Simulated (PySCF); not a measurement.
Structure problem from calculated spectra and properties.

Elements present: C, H, O and Si. Monoisotopic mass: 134.0039 u.

* Triplet: lowest triplet excitation (Tamm–Dancoff): 2.99 eV [TDA CAM-B3LYP/def2-SVPD]
* NMR, other nuclei: isotropic shieldings of nuclei other than C and H, by class: -511 (1 O), 446 (1 Si), 454 (2 Si) ppm [GIAO PBE0/pcSseg-1]
* Rotational structure: rotational constants A, B, C: 1.645, 1.370, 0.920 GHz [PBE0-D3(BJ)/def2-SVP]
* Valence photoelectron: vertical ionisation energy: 8.92 eV [ΔSCF CAM-B3LYP/def2-SVPD]
* 13C NMR: chemical shifts (computed TMS as zero) by class: 241.4 (1 C), 43.5 (1 C) ppm [GIAO PBE0/pcSseg-1]
* Polarisability: 118.6 au [CAM-B3LYP/def2-SVPD]
* XPS: Si2p3/2 106.1, Si2p3/2 106.5 (×2), C1s 291.0, C1s 292.7, O1s 537.4, Si1s 1845.8, Si1s 1846.2 (×2) eV [ΔSCF SCAN, pcX-2 on the ionised atom, pcseg-1 elsewhere, spin-free X2C, 2p3/2 from a spin–orbit splitting computed afterwards within the 2p shell]

The electronic properties come from PySCF, for the isolated species, density fitting. Levels stand in brackets. One conformer (not necessarily the lowest) at the PBE0-D3(BJ)/def2-SVP geometry, without solvent, vibrations or thermal averaging. Each NMR value is the plain mean over a class of atoms that symmetry, rotation or inversion makes alike.

Question: Which formula fits the mass and the elements?

Answer: C2H10OSi3 (calculated 134.0039). No other formula that holds each of these elements comes within 0.0003 u with a fitting electron parity and a possible valence count.

Question: What is the compound? Reason from the data.

Answer: Numbering: `[CH3:1][C:2](=[O:3])[SiH:4]([SiH3:5])[SiH3:6]`. Its formula, C2H10OSi3, gives 1 degree of unsaturation: 0 rings and 1 π bond in the structure found. 2 carbons fall into 2 classes; from least to most shielded: carbonyl carbon [C2] (241.4 ppm), methyl carbon next to a carbonyl [C1] (43.5 ppm). The other shieldings belong to: -511 ppm, carbonyl oxygen [O3]; 446 ppm, SiH silicon [Si4]; 454 ppm, SiH3 silicon [Si5/Si6]. The core levels belong to: Si2p3/2 106.1 eV, SiH silicon [Si4]; Si2p3/2 106.5 eV, SiH3 silicon [Si5/Si6]; C1s 291.0 eV, methyl carbon next to a carbonyl [C1]; C1s 292.7 eV, carbonyl carbon [C2]; O1s 537.4 eV, carbonyl oxygen [O3]; Si1s 1845.8 eV, SiH silicon [Si4]; Si1s 1846.2 eV, SiH3 silicon [Si5/Si6]. The first electron is taken from the HOMO, whose largest Löwdin shares are 0.46 on the carbonyl oxygen, 0.19 on the carbonyl carbon, 0.14 on the SiH silicon and 0.10 on the methyl carbon next to a carbonyl. The optimised geometry has point group Cs and is an asymmetric top. Structure: `CC(=O)[SiH]([SiH3])[SiH3]`. Computed isomers that give other values at the same levels: `[SiH3]/C=C\[SiH2]O[SiH3]` (core binding energies: Si2p3/2 106.8, Si2p3/2 107.2, Si2p3/2 107.6, C1s 290.1, C1s 290.2, O1s 537.8, Si1s 1846.5, Si1s 1847.2, Si1s 1847.5 eV); `C[Si@@H]1CO[Si@H]1[SiH3]` (rotational constant A: 3.240 GHz; this holds for the one conformer computed). The assignments are read from this structure; whether some other isomer fits the data as well wasn't checked.

The values belong to the conformer `[CH3:1][C:2](=[O:3])[SiH:4]([SiH3:5])[SiH3:6]`: C1–C2–Si4–Si5 -122°.
